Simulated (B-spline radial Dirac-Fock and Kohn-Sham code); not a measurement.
Binding energies of Pt⁴⁺ at several levels of theory

System: platinum as Pt⁴⁺, [Xe] 4f14 5d5 6s1 (not the ground configuration).

The density-functional columns are spherical, spin-unpolarised Dirac-Kohn-Sham results without Breit or QED terms: −ε is minus the orbital energy of the initial state and ΔSCF the difference of two total energies. The reference in the last column comes from multi-electron Dirac-Fock with separately optimised hole states, Breit and Lamb-shift corrections added in first order. All numbers are from an atomic code on a B-spline grid, in eV; a selection of levels is shown. For the 1s level of heavy atoms much of the gap between ΔSCF and the reference is the Breit and QED part, -416.8 eV here; for other levels the error of the functional can be larger.

| level | LDA −ε | LDA ΔSCF | Dirac-Fock |
| --- | --- | --- | --- |
| 1s | 78265.2 | 78864.3 | 78459.0 |
| 2s | 13787.7 | 13899.9 | 13956.6 |
| 2p1/2 | 13225.4 | 13370.0 | 13342.3 |
| 2p3/2 | 11498.4 | 11620.6 | 11633.0 |
| 3s | 3280.9 | 3315.1 | 3373.0 |
| 3p1/2 | 3027.0 | 3063.7 | 3100.2 |
| 3p3/2 | 2647.4 | 2680.5 | 2720.1 |
| 3d3/2 | 2221.3 | 2260.9 | 2271.7 |
| 3d5/2 | 2139.4 | 2177.7 | 2191.3 |
| 4s | 748.2 | 764.9 | 799.8 |
| 4p1/2 | 640.3 | 657.0 | 683.7 |
| 4p3/2 | 549.6 | 565.5 | 592.8 |
| 4d3/2 | 372.1 | 387.8 | 402.5 |
| 4d5/2 | 355.3 | 370.7 | 385.6 |
| 4f5/2 | 128.1 | 142.9 | 140.8 |
| 4f7/2 | 124.7 | 139.3 | 137.5 |
| 5p1/2 | 121.6 | 130.9 | 132.1 |
| 5p3/2 | 105.7 | 114.6 | 116.4 |
| 5d | 56.05 | 63.52 | 61.98 |
| 6s | 45.50 | 50.48 | 47.93 |

Values without a named source are computed, but for edge energies of neutral atoms, which are taken from tables.
